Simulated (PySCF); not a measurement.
Computed vibrations of Pr(OH)3

Pr(OH)3 (singlet in the valence; each metal's 4f electrons, 2 of them, lie in its core potential, out of spins and levels). PySCF 2.14.0, RKS PBE0, Pr lcecp-1-SVP with ECP48, O def2-SVP, H def2-SVP; non-relativistic Hamiltonian with scalar-relativistic core potentials where named; density fitting; no spin-orbit coupling. Central differences of gradients.

```xyz
7

Pr    0.0000    0.0000   -0.1090
O     2.0955    0.0000    0.2828
H     3.0021    0.0000    0.5897
O    -1.0478    1.8148    0.2828
H    -1.5011    2.5999    0.5897
O    -1.0478   -1.8148    0.2828
H    -1.5010   -2.5999    0.5897
```

Run from Python with OMP_NUM_THREADS=2. Where DIIS fails, smearing, a level shift and second-order steps follow.
It took 33 s on 2 threads of Intel(R) Xeon(R) 6975P-C (Granite Rapids), with other jobs on the host.

Question: What are the harmonic wavenumbers and infrared intensities?

Answer: Modes are labelled in C3v; negative numbers are unstable modes, those under 60 cm⁻¹ near the noise; a finer grid moves soft modes by up to 10 cm⁻¹.
```csv
cm⁻¹,km/mol,symmetry
37,11.3,a1
113,1.6,e
113,1.6,e
290,0.0,a2
365,282.3,e
365,282.3,e
460,19.6,e
460,19.6,e
482,472.4,a1
572,213.4,e
572,213.4,e
598,26.5,a1
3996,146.8,e
3996,146.8,e
3997,23.4,a1
```

Question: Is this a minimum?

Answer: Yes, within the noise of the softest modes. Ideal gas at 298.15 K and 1 bar: S = 366.3 J/(mol K), Cp = 107.8 J/(mol K), H − H(0 K) = 22.2 kJ/mol (rigid rotor, harmonic modes, spin degeneracy alone, that of the 4f electrons in the core included; the modes under 60 cm⁻¹ make these uncertain).

An lcecp potential fixes the number of 4f electrons, so in runs with it no electron can move into or out of that shell.
